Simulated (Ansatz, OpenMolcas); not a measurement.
# Computed against measured: dipole moment

10 molecules; the dipole moment in D, computed less measured. Shapes, held fixed at every level: PBE0-D4/def2-TZVP; CS, SiS at the measured bond length. No vibrational averaging. Dipoles are compared by magnitude; molecules under 1 D, whose direction can flip, are left out. Programs: OpenMolcas 26.06. Measured values: NIST CCCBDB.

Levels: A = BLYP/cc-pVTZ; B = TPSS/cc-pVTZ; C = B3LYP/cc-pVTZ; D = PBE0/cc-pVTZ.

```
                     molecule  measured      A      B      C      D
             BrF (SMILES FBr)      1.42  -0.16  -0.20  -0.04  -0.07
        CS (SMILES [C-]#[S+])      1.98  -0.05  -0.12  -0.10  -0.12
       HF (hydrogen fluoride)      1.82  -0.04  -0.03  +0.01  +0.01
NS (Mononitrogen monosulfide)      1.81  +0.01  -0.09  +0.02  -0.02
      SiS (SMILES [Si-]#[S+])      1.73  -0.17  -0.22  +0.02  -0.01
       HCN (hydrogen cyanide)      2.98  -0.09  -0.07   0.00  +0.01
     NClO (nitrosyl chloride)      1.90  -0.27  -0.15  -0.17  -0.08
         CH3Br (bromomethane)      1.81   0.00  +0.09  +0.07  +0.10
           CH3N (methanimine)      2.00  -0.16  -0.14  -0.07  -0.06
          CH4S (methanethiol)      1.52  -0.03  +0.04  +0.01  +0.06
```

Task: Which level does best on this set, which worst, and which err to one side?

Result: 
```
        level           kind  mean error  mean absolute error  worst case
 BLYP/cc-pVTZ            GGA      -0.096                0.098        NClO
 TPSS/cc-pVTZ       meta-GGA      -0.089                0.115         SiS
B3LYP/cc-pVTZ  global hybrid      -0.025                0.051        NClO
 PBE0/cc-pVTZ  global hybrid      -0.018                0.054          CS
```

On this set B3LYP/cc-pVTZ has the smallest mean absolute error and TPSS/cc-pVTZ the largest. BLYP/cc-pVTZ is too low in 8 of 10; TPSS/cc-pVTZ is too low in 8 of 10. The smallest two are near a tie. The largest two are near a tie. Open shells run unrestricted. Relativity is left out for Br. The set is small.
